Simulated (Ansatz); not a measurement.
Cost and result up the ladder for InH2I (4 atoms). Charge 0, multiplicity 1. Geometry: r2SCAN-D4/def2-TZVP.

Cartesian coordinates in Å:
```
In -0.313 -0.102 -0.001
H -1.260 0.624 -1.219
H -0.657 -1.252 1.210
I 2.230 0.731 0.010
```

Ansatz on 4 threads of Arm Neoverse V1 on a shared host. Times are rough, and most runs start from the orbitals of an earlier one. CAM-B3LYP-D4/def2-TZVP serves as the yardstick here, not as an exact answer. Differences are given only for rows in sets of like size (and for xTB, whose basis is part of the method), since another set adds its own error. Binding counts from free atoms at the same level (In doublet, H doublet, I doublet; other spins of the atoms weren't run), without zero-point energy or a counterpoise term.

In the def2 sets I, In take a core potential; there is no spin–orbit coupling. LC-ωPBE has ω = 0.4 bohr⁻¹. Correlated methods freeze 8 core orbitals; core or outer-core shells of In, I are correlated, in sets that lack core-valence functions.

Correlated methods converge slowly with the basis.

```tsv
level	functions	wall time	binding energy per atom (eV)	difference from CAM-B3LYP-D4/def2-TZVP (eV)
PBE-D4/def2-SVP	62	0.45 s	1.87	–
LDA (SPW92)/def2-TZVP (with forces)	112	0.65 s	2.20	0.28
PBE0-D4/def2-SVP	62	0.7 s	1.88	–
PBE-D4/def2-TZVP	112	0.75 s	1.90	-0.02
MP2/def2-TZVP	112	0.85 s	1.83	-0.09
LC-ωPBE/def2-TZVP	112	0.95 s	1.92	0.00
BHLYP-D4/def2-TZVP	112	1.1 s	1.89	-0.02
CAM-B3LYP-D4/def2-TZVP	112	1.1 s	1.92	0.00
PBE0-D4/def2-TZVP	112	1.2 s	1.91	-0.01
r2SCAN-D4/def2-TZVP	112	1.6 s	1.94	0.03
r2SCANh-D4/def2-TZVP	112	1.8 s	1.94	0.02
r2SCAN0-D4/def2-TZVP	112	1.9 s	1.93	0.02
CCSD(T)/def2-TZVPP	128	14 s	1.91	0.00
```
